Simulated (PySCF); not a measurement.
Cd(F)(Et), SMILES C[CH2][Cd][F] (PBE0/def2-SVP optimised geometry):

```
9

Cd     0.952     0.524     0.000
F      2.891     0.524     0.000
C     -1.147     0.519     0.000
C     -1.789    -0.509     0.925
H     -1.458     0.359    -1.045
H     -1.463     1.541     0.264
H     -1.500    -0.363     1.978
H     -1.516    -1.541     0.655
H     -2.891    -0.447     0.884
```

Calculation: PBE0/def2-TZVP, def2 effective core potentials past Kr (PySCF 2.14.0).

What are the frontier orbital energies and the dipole moment?

HOMO-2 -9.25 eV, HOMO-1 -9.23 eV, HOMO -7.82 eV, LUMO -0.80 eV, LUMO+1 -0.24 eV; dipole moment 3.58 D.

On the same geometry PBE/def2-TZVP, def2 effective core potentials past Kr (PySCF) gives HOMO-2 -7.36 eV, HOMO-1 -7.36 eV, HOMO -6.77 eV, LUMO -1.63 eV, LUMO+1 -0.93 eV; dipole moment 3.53 D.
